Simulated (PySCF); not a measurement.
**Assigning NMR signals**

Bonds (- single, = double, # triple, : aromatic): C1=C2, C2-C3, C2-C4, C4=C5, C5-C6, C6:C7, C7:C8, C8:C9, C9:C10, C10:N11, N11:C6. C1 carries H12, H13; C3 carries H14, H15, H16; C4 carries H17; C5 carries H18; C7 carries H19; C8 carries H20; C9 carries H21; C10 carries H22. Stereochemistry as in C=C(C)/C=C\c1ccccn1. H13 is cis to C3; H12 is trans to C3.

Theoretical values (PySCF 2.14): B3LYP/pcSseg-2 with gauge-including orbitals, geometry from PBE0-D3(BJ)/def2-SVP, B3LYP/pcJ-1 coupling constants (without the spin–dipole term). No solvent, relativity neglected, equivalent nuclei averaged, a single conformation.

References, each an isolated molecule treated in the same way: TMS for 13C (σ = 179.19 ppm) and 1H (σ = 31.39 ppm).

(1) Assign these signals to the numbered atoms. 13C{1H} NMR (computed): δ 170.1, 159.4, 158.3, 146.6, 143.8, 143.8, 135.8, 131.6, 129.5, 25.1.

(2) Assign these signals to the numbered atoms. 1H NMR (400 MHz, computed): δ 8.77 (dt, J = 5.4, 1.3 Hz, 1H), 7.62 (td, J = 8.5, 1.7 Hz, 1H), 7.24 (dd, J = 8.7, 1.0 Hz, 1H), 7.09 (ddd, J = 8.3, 5.4, 1.0 Hz, 1H), 6.84 (m, 1H), 6.65 (m, 1H), 5.44 (d of sext, J = 2.4, 1.3 Hz, 1H), 5.34 (quint of t, J = 2.1, 1.2 Hz, 1H), 1.73 (t, J = 1.7 Hz, 3H).

Answers

(1) 
| δ (ppm) | atoms | environment | reason |
| --- | --- | --- | --- |
| 170.1 | C6 | substituted aromatic carbon next to a ring nitrogen | – |
| 159.4 | C10 | aromatic CH next to a ring nitrogen | the adjacent pyridine-type nitrogen withdraws density from it |
| 158.3 | C2 | fully substituted alkene carbon | as expected for a trigonal carbon in a double bond |
| 146.6 | C4 | alkene CH | as expected for a trigonal carbon in a double bond |
| 143.8 | C8 | aromatic CH | – |
| 143.8 | C5 | alkene CH | the olefinic region |
| 135.8 | C7 | aromatic CH | the aromatic region |
| 131.6 | C1 | terminal =CH2 carbon | the olefinic region |
| 129.5 | C9 | aromatic CH | the aromatic region |
| 25.1 | C3 | allylic methyl carbon | saturated and bonded to C and H only |

C10 and C2; C8 and C5 lie closer than the usual error of such a calculation, so a measured spectrum could show them in the other order.

(2) 
```tsv
δ (ppm)	atoms	environment	reason
8.77	H22	hydrogen on an aromatic CH next to a ring nitrogen	ring current plus the neighbouring ring nitrogen
7.62	H20	hydrogen on an aromatic CH	aromatic region
7.24	H19	hydrogen on an aromatic CH	–
7.09	H21	hydrogen on an aromatic CH	–
6.84	H18	hydrogen on an alkene CH	attached to an sp2 carbon and in the plane of the double bond
6.65	H17	hydrogen on an alkene CH	–
5.44	H12	hydrogen on a terminal =CH2 carbon	attached to an sp2 carbon and in the plane of the double bond
5.34	H13	hydrogen on a terminal =CH2 carbon	–
1.73	H14/H15/H16	hydrogen on an allylic methyl carbon	allylic position
```

H12 and H13 lie closer than the usual error of such a calculation, so a measured spectrum could show them in the other order.

Splittings below 1 Hz are ignored in the labels, and close J values are merged. Unscaled 3J(H,H) at this level run about 10 % above measured values. Shifts are as computed. Against solution values, carbons near 30 ppm lie about +3 ppm off and those near 130 ppm about +8 ppm (rms about the fit 2.4 ppm; single classes can miss by 10 ppm). Of 1328 compounds with measured shifts, 309 miss one by over three times the rms of a fit or turn the order of signals round; such compounds aren't used in these exercises. Signals without a measured value on file couldn't be tested in this way; 1H shifts scatter by 0.2 ppm about their fit, and single ones miss by 0.5 ppm.
